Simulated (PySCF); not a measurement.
C2H8ClNSi2, SMILES N(=C\[Si@@H](Cl)C)/[SiH3].

Geometry: ωB97X-D3(BJ)/def2-SVP. The structure was generated by enumeration; whether it is a known compound was not checked. The values are those of a single conformer.

All values below come from ωB97X-D3(BJ)/def2-SVP in PySCF.

Frequencies are harmonic and unscaled.

| mode | ν (cm⁻¹) | IR (km/mol) | moving atoms (share of kinetic energy) |
|---|---|---|---|
| 1 | 33 | 4.1 | H 47 %, C 24 %, Cl 12 %, Si 10 % |
| 2 | 80 | 2.7 | Si 27 %, C 26 %, Cl 25 %, H 18 % |
| 3 | 110 | 0.3 | H 34 %, N 27 %, C 20 %, Si 17 % |
| 4 | 143 | 0.1 | H 91 % |
| 5 | 152 | 2.4 | H 58 %, N 33 % |
| 6 | 184 | 2.3 | C 37 %, H 33 %, Cl 16 %, Si 12 % |
| 7 | 218 | 5.5 | N 37 %, C 22 %, H 20 %, Si 13 % |
| 8 | 250 | 0.9 | Si 36 %, Cl 23 %, C 17 %, H 16 %, N 8 % |
| 9 | 304 | 7.7 | Si 49 %, H 25 %, C 20 % |
| 10 | 541 | 78.9 | Si 42 %, Cl 41 %, H 9 %, C 9 % |
| 11 | 654 | 14.2 | H 81 %, C 10 %, Si 8 % |
| 12 | 672 | 13.3 | H 64 %, C 22 %, Si 12 % |
| 13 | 705 | 63.0 | H 70 %, C 13 %, Si 12 % |
| 14 | 738 | 85.3 | H 62 %, C 17 %, Si 16 % |
| 15 | 748 | 51.7 | H 64 %, C 22 %, Si 10 % |
| 16 | 775 | 77.8 | N 48 %, Si 24 %, H 16 %, C 12 % |
| 17 | 809 | 9.7 | C 36 %, H 33 %, Si 23 % |
| 18 | 851 | 364.0 | H 70 %, Si 16 %, C 12 % |
| 19 | 907 | 101.0 | H 75 %, C 14 %, Si 11 % |
| 20 | 948 | 94.4 | H 66 %, C 25 % |
| 21 | 960 | 75.1 | H 96 % |
| 22 | 962 | 60.1 | H 95 % |
| 23 | 968 | 251.5 | H 89 %, Si 10 % |
| 24 | 1283 | 32.7 | H 77 %, C 23 % |
| 25 | 1352 | 18.1 | H 80 %, C 12 % |
| 26 | 1433 | 6.7 | H 96 % |
| 27 | 1439 | 2.8 | H 96 % |
| 28 | 1761 | 112.0 | C 52 %, N 46 % |
| 29 | 2222 | 127.5 | H 97 % |
| 30 | 2272 | 101.1 | H 97 % |
| 31 | 2278 | 132.0 | H 96 % |
| 32 | 2280 | 100.1 | H 98 % |
| 33 | 2966 | 42.5 | H 92 % |
| 34 | 3075 | 0.5 | H 97 % |
| 35 | 3183 | 0.5 | H 91 %, C 9 % |
| 36 | 3188 | 1.1 | H 90 %, C 10 % |
